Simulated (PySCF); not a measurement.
Vertical excitations of a molecule CH3Cl2NSi2 from TDA-CAM-B3LYP/def2-SVPD in PySCF, as energy in eV (oscillator strength): 3.79 (0.000), 5.54 (0.000), 5.61 (0.005), 5.99 (0.005), 6.34 (0.002), 6.77 (0.129), 6.99 (0.062), 7.01 (0.002), 7.17 (0.061), 7.26 (0.169). Lowest triplet (TDA): 3.03 eV. The structure is a stationary point at B3LYP-D3(BJ)/def2-SVP. Other conformers were not sampled.

Which structure fits?
A) Cl[Si]1(Cl)N=C[SiH2]1
B) Cl[Si]1(Cl)C=N[SiH2]1
C) Cl[Si@H]1C=N[Si@@H]1Cl

A, Cl[Si]1(Cl)N=C[SiH2]1
